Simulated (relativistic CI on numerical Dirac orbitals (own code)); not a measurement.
**Ligand-field terms of d7**

Computed with a parametric ligand-field model of a d^n configuration (Racah B and C, spin-orbit zeta, crystal field), exact diagonalisation.

Field parameters in Wybourne normalisation: D4h B²₀ = −7Ds, B⁴₀ = 21(Dq − Dt), B⁴₄ = 21√(5/14) Dq; Oh B⁴₀ = 21Dq, B⁴₄ = √(5/14) B⁴₀; Td as Oh with Dq negative (B⁴₀ = 21Dq, B⁴₄ = √(5/14) B⁴₀). The field is a parameter set, without covalency.

Task: Ground term and bands for B = 740, C = 2960, ζ = 0 cm⁻¹, Oh, 10Dq = 4100 cm⁻¹?

Result: Ground term 4T1 with 2.11 electrons in the two orbitals of the cubic e set. Spin-allowed: 4T2 3476 cm⁻¹ (2877 nm), 4A2 7576 cm⁻¹ (1320 nm), 4T1 13951 cm⁻¹ (717 nm). Lowest spin-forbidden: 2E 9908 cm⁻¹ (1009 nm), 2T1 12841 cm⁻¹ (779 nm), 2T2 12864 cm⁻¹ (777 nm).

Task: Ground term and bands for B = 400, C = 1830, ζ = 0 cm⁻¹, Td, 10Dq = -4200 cm⁻¹?

Result: Ground term 4A2 with 4.00 electrons in the two orbitals of the cubic e set. Spin-allowed: 4T2 4200 cm⁻¹ (2381 nm), 4T1 6881 cm⁻¹ (1453 nm), 4T1 11719 cm⁻¹ (853 nm). Lowest spin-forbidden: 2E 8184 cm⁻¹ (1222 nm), 2T1 8545 cm⁻¹ (1170 nm), 2T2 11099 cm⁻¹ (901 nm). With an A2 ground term the first spin-allowed band lies at |10Dq| itself.

Task: Ground term and bands for B = 1020, C = 3570, ζ = 0 cm⁻¹, D4h, 10Dq = 13950, Ds = -1500, Dt = 680 cm⁻¹?

Result: Ground term 4E with 2.05 electrons in the two orbitals of the cubic e set. Spin-allowed: 4A2 5850 cm⁻¹ (1709 nm), 4B2 7009 cm⁻¹ (1427 nm), 4E 12884 cm⁻¹ (776 nm), 4A2 20117 cm⁻¹ (497 nm). Lowest spin-forbidden: 2B1 9013 cm⁻¹ (1110 nm), 2A1 11084 cm⁻¹ (902 nm), 2E 15704 cm⁻¹ (637 nm).

Task: Ground term and bands for B = 600, C = 2570, ζ = 0 cm⁻¹, Oh, 10Dq = 31850 cm⁻¹?

Result: Ground term 2E with 1.01 electrons in the two orbitals of the cubic e set. Spin-allowed: 2T1 29809 cm⁻¹ (335 nm), 2T2 30455 cm⁻¹ (328 nm), 2T1 34133 cm⁻¹ (293 nm), 2T2 44525 cm⁻¹ (225 nm). Lowest spin-forbidden: 4T1 19406 cm⁻¹ (515 nm), 4T2 49800 cm⁻¹ (201 nm), 4T1 57345 cm⁻¹ (174 nm).

Task: Ground term and bands for B = 740, C = 2900, ζ = 0 cm⁻¹, D4h, 10Dq = 15900, Ds = 2340, Dt = -350 cm⁻¹?

Result: Ground term 2A1 with 1.03 electrons in the two orbitals of the cubic e set. Spin-allowed: 2B1 7126 cm⁻¹ (1403 nm), 2A2 13868 cm⁻¹ (721 nm), 2B2 17602 cm⁻¹ (568 nm), 2E 18102 cm⁻¹ (552 nm). Lowest spin-forbidden: 4A2 1827 cm⁻¹, 4E 9934 cm⁻¹ (1007 nm), 4E 21547 cm⁻¹ (464 nm).
